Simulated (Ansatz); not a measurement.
Geometry optimisation, RKS PBE-D4/def2-SVP (Ansatz).

input.yaml

```yaml
crystal:
  periodic: [false, false, false]
  atoms:
    - { symbol: Si, position_ang: [-0.7625, 0.92369, 0.39227] }
    - { symbol: O, position_ang: [-0.13803, -0.28493, -0.54086] }
    - { symbol: C, position_ang: [0.89218, -1.08709, -0.46802] }
    - { symbol: S, position_ang: [1.94932, -1.05136, 0.75083] }
    - { symbol: H, position_ang: [-1.12124, 0.36248, 1.69299] }
    - { symbol: H, position_ang: [0.2561, 1.95912, 0.55404] }
    - { symbol: H, position_ang: [-1.88654, 1.2985, -0.44368] }
    - { symbol: H, position_ang: [1.01258, -1.80179, -1.28393] }
basis:
  gaussian: { orbitals: def2-SVP }
hamiltonian:
  xc: pbe
  dispersion: d4
relax:
  f_tol: 0.015
  max_steps: 40
```

Command:

```bash
$ ansatz run input.yaml --threads 1 --pin off --max-ram 2048MiB --backend cpu --events-out ev --progress --plain --runs-dir out
```

Question: Where does it end, and by what steps?

Answer: The forces met the threshold. After 6 steps the energy has fallen by 0.331 eV; O2 moved furthest, 0.23 Å.

```csv
step,energy less start (eV),largest force component (eV/Å),accepted
0,0.0000,2.278,yes
1,-0.1921,1.450,yes
2,-0.2731,0.596,yes
3,-0.2905,0.502,yes
4,-0.3241,0.313,yes
5,-0.3307,0.096,yes
6,-0.3311,0.008,yes
```

```xyz
8
Properties=species:S:1:pos:R:3
Si -0.708 0.877 0.385
O -0.206 -0.364 -0.749
C 0.879 -1.078 -0.470
S 1.816 -0.905 0.866
H -1.076 0.272 1.704
H 0.336 1.942 0.498
H -1.924 1.399 -0.316
H 1.085 -1.826 -1.265
```

Whether the end is a true minimum wasn't checked by a vibrational analysis.

Run time: 20 s on 1 CPU thread of a shared host.
